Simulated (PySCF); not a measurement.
## Bonding in `CC(=O)[Si@@H](C)[SiH2]CCl`

C4H11ClOSi2.
Numbering: `[CH3:1][C:2](=[O:3])[Si@@H:4]([CH3:5])[SiH2:6][CH2:7][Cl:8]` (hydrogens: H9, H10, H11 on C1; H12 on Si4; H13, H14, H15 on C5; H16, H17 on Si6; H18, H19 on C7)

Structure used (GFN2-xTB), in Å, numbered top down from 1:
```
atom  x, y, z in Å
C1    -2.724   -0.880    0.162
C2    -1.594   -0.975   -0.829
O3    -1.551   -1.841   -1.673
Si4   -0.135    0.281   -0.681
C5    -0.784    1.934    0.013
Si6    1.438   -0.677    0.745
C7     3.189   -0.350    0.036
Cl8    3.374    1.408   -0.223
H9    -2.315   -0.935    1.169
H10   -3.214    0.085    0.050
H11   -3.448   -1.677    0.011
H12    0.325    0.487   -2.063
H13    0.032    2.646    0.100
H14   -1.538    2.383   -0.628
H15   -1.218    1.817    1.003
H16    1.449   -0.089    2.094
H17    1.362   -2.133    0.928
H18    3.352   -0.824   -0.929
H19    3.991   -0.651    0.706
```

Bond orders from the PBE0/pcSseg-1 density (PySCF). Geometry: GFN2-xTB, one conformer, isolated molecule.

Where do the orders between heavy atoms depart from those drawn in the SMILES?

The largest departure is 0.198, at C2–Si4 (drawn single, 0.802). Drawn single, order below 0.88: C2–Si4 (0.802) and Si6–C7 (0.857).

Give the Mayer order of every bond, beside its length.

```csv
bond,drawn as,length (Å),Mayer order
C1–C2,single,1.506,0.977
C2–O3,double,1.211,1.938
C2–Si4,single,1.930,0.802
Si4–C5,single,1.907,0.939
Si4–Si6,single,2.330,0.896
Si6–C7,single,1.917,0.857
C7–Cl8,single,1.787,0.946
C1–H9,single,1.088,0.940
C1–H10,single,1.088,0.941
C1–H11,single,1.088,0.955
Si4–H12,single,1.470,0.960
C5–H13,single,1.086,0.956
C5–H14,single,1.087,0.956
C5–H15,single,1.087,0.951
Si6–H16,single,1.471,0.940
Si6–H17,single,1.470,0.936
C7–H18,single,1.087,0.935
C7–H19,single,1.087,0.938
```

By pair of heavy elements: C–Si: lowest C2–Si4 (0.802, 1.930 Å), highest Si4–C5 (0.939, 1.907 Å).

Sum the orders of all bonds at each heavy atom with more than one neighbour and set the sums beside the valence in the SMILES.

C1 3.813 (drawn 4), C2 3.717 (drawn 4), Si4 3.597 (drawn 4), C5 3.802 (drawn 4), Si6 3.629 (drawn 4), C7 3.676 (drawn 4). Orders between atoms that aren't bonded are not in these sums.

For a closed shell the Mayer order of atoms A and B is Σ (PS)μν (PS)νμ over the basis functions μ on A and ν on B, with P the density and S the overlap matrix.
